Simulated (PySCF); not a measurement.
# Static response to an electric field

Species: C3H7ClO2S.
Cartesian coordinates in Å at the PBE0-D3(BJ)/def2-SVP level; atoms count from 1:
```
atom  x, y, z in Å
C1    -0.393    1.436    0.225
C2    -0.270    0.048   -0.368
C3    -1.015   -1.047    0.366
S4     1.474   -0.402   -0.574
O5     1.568   -1.759   -1.071
O6     2.181    0.689   -1.211
Cl7    2.109   -0.445    1.438
H8     0.197    2.166   -0.345
H9    -1.449    1.742    0.203
H10   -0.051    1.445    1.271
H11   -0.559    0.060   -1.435
H12   -0.688   -1.106    1.415
H13   -0.856   -2.024   -0.109
H14   -2.091   -0.820    0.352
```

Level: wB97X-D/def2-SVPD (PySCF), static field, nuclei fixed, core orbitals frozen in the response. The polarisability tensor in these axes (au):

```
x   80.94 -1.41  3.01
y   -1.41 74.97 -0.41
z    3.01 -0.41 80.52
```

Q: Diagonalise the tensor; give its mean and Δα, where Δα² is half the sum of the squared differences of the eigenvalues.

A: Principal values 74.64, 77.85 and 83.94 au; mean 78.81 au = 11.68 Å³ = 12.99 × 10⁻⁴⁰ C²·m²/J; Δα = 8.18 au (10 % of the mean).

Q: What is the dipole moment, and where does it point?

A: (-4.29, 1.14, 1.10) D, 4.57 D in size, pointing from the negative to the positive side. Measured along this direction, the outermost atoms are O5 and O6 at the negative end and H14 and H9 at the positive end.

Q: Give the eigenvalues of the traceless quadrupole moment Θ = ½Σq(3rr − r²1), origin at the centre of nuclear charge.

A: -3.67, -3.49, 7.16 D·Å. The values depend on the origin, since the dipole doesn't vanish. The electronic extent ⟨r²⟩ about the same centre is 998 bohr², a root-mean-square distance of 1.94 Å for the 74 electrons.

Q: What depolarisation ratio follows for Rayleigh scattering of linearly polarised light, taking the static tensor?

A: ρ = 3Δα²/(45ᾱ² + 4Δα²) = 200.8/(279473 + 267.7) = 0.000718.

Q: Molar refractivity from α?

A: Lorentz–Lorenz: R = (4π/3)N_A α = 2.5225 cm³/(mol·Å³) × 11.68 Å³ = 29.5 cm³/mol, in the limit of long wavelengths.

Q: Find the Langevin capture rate constant for H3+ (3.023 u) meeting this molecule (141.986 u), k = 2.342 × 10⁻⁹ cm³/s × √(α in Å³ / reduced mass in u).

A: The reduced mass is 2.96 u, so k = 4.65 × 10⁻⁹ cm³/s. The formula leaves out the permanent dipole, which adds to the capture rate.

Isolated species at its PBE0-D3(BJ)/def2-SVP geometry (one conformer only).
